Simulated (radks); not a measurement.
The numbers below are computed, except where a source is named.
Problem. Sm31+, 31 electrons, occupied as [Ar] 3d10 4s2 4p1. Code: a radial shooting solver on a logarithmic mesh with Libxc functionals. Model: Dirac Kohn-Sham, BLYP, spin-unpolarised, spherical densities, point nucleus; open shells are shared between the two j in proportion to 2j + 1. Some entries of the table are withheld. Estimate them.

orbital      occ.  eigenvalue (eV)  r(max) (bohr)  <r^2> (bohr^2)
1s1/2           2              (1)        0.01449       0.0007045
2s1/2           2        -8766.755        0.08223         0.01101
2p1/2           2        -8375.212        0.06229        0.008013
2p3/2           4        -7769.807        0.06791        0.009245
3s1/2           2        -2757.017            (2)         0.07192
3p1/2           2              (3)         0.2188         0.06687
3p3/2           4              (4)         0.2305         0.07348
3d3/2           4        -2178.211         0.1829         0.05820
3d5/2           6        -2150.163         0.1861         0.06001
4s1/2           2        -1276.437            (5)          0.2951
4p1/2    0.333333        -1208.031         0.5012          0.2967
4p3/2    0.666667        -1168.865         0.5199          0.3171
4d3/2           0        -1057.117         0.5066          0.3118
4d5/2           0        -1048.636         0.5119          0.3176
4f5/2           0        -924.1604         0.4343             (6)
4f7/2           0        -922.0708         0.4361             (7)
5s1/2           0        -741.2968         0.9059          0.8654
5p1/2           0        -709.2587         0.9186          0.8896
5p3/2           0        -692.4439         0.9451          0.9350

Solution. 
(1) 1s1/2 eigenvalue (eV): -47811.33
(2) 3s1/2 r(max) (bohr): 0.2320
(3) 3p1/2 eigenvalue (eV): -2590.111
(4) 3p3/2 eigenvalue (eV): -2463.172
(5) 4s1/2 r(max) (bohr): 0.5029
(6) 4f5/2 <r^2> (bohr^2): 0.2777
(7) 4f7/2 <r^2> (bohr^2): 0.2797
